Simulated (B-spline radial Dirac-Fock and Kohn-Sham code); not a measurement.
## K-shell conversion coefficients at 200 keV, Ne to As

These are calculated numbers from a radial B-spline solver; the model is a Dirac-Hartree-Slater potential of the neutral atom with a Latter tail (no hole, which puts coefficients of high multipoles low close above an edge), finite nucleus with surface currents. Subshells within 1 keV of threshold and pair formation are left out.

```
 Z  element       E2      E3     E5       M2      M4
10       Ne  0.00274  0.0176  0.640  0.00134  0.0472
12       Mg  0.00449  0.0284   1.01  0.00238  0.0834
13       Al  0.00556  0.0349   1.22  0.00308   0.107
14       Si  0.00676  0.0422   1.45  0.00391   0.135
15        P  0.00809  0.0501   1.70  0.00489   0.169
16        S  0.00956  0.0587   1.97  0.00604   0.207
17       Cl   0.0112  0.0680   2.24  0.00738   0.251
18       Ar   0.0129  0.0780   2.53  0.00891   0.302
19        K   0.0148  0.0885   2.83   0.0107   0.360
20       Ca   0.0167  0.0997   3.14   0.0127   0.425
21       Sc   0.0189   0.111   3.45   0.0150   0.499
22       Ti   0.0211   0.124   3.77   0.0176   0.581
23        V   0.0235   0.136   4.09   0.0205   0.674
24       Cr   0.0260   0.149   4.41   0.0238   0.776
25       Mn   0.0286   0.163   4.73   0.0275   0.889
26       Fe   0.0313   0.177   5.05   0.0316    1.01
27       Co   0.0341   0.191   5.36   0.0361    1.15
28       Ni   0.0370   0.205   5.66   0.0412    1.30
29       Cu   0.0400   0.220   5.95   0.0468    1.47
30       Zn   0.0431   0.235   6.24   0.0530    1.65
31       Ga   0.0463   0.250   6.51   0.0598    1.84
32       Ge   0.0495   0.265   6.77   0.0674    2.06
33       As   0.0528   0.279   7.02   0.0757    2.29
```
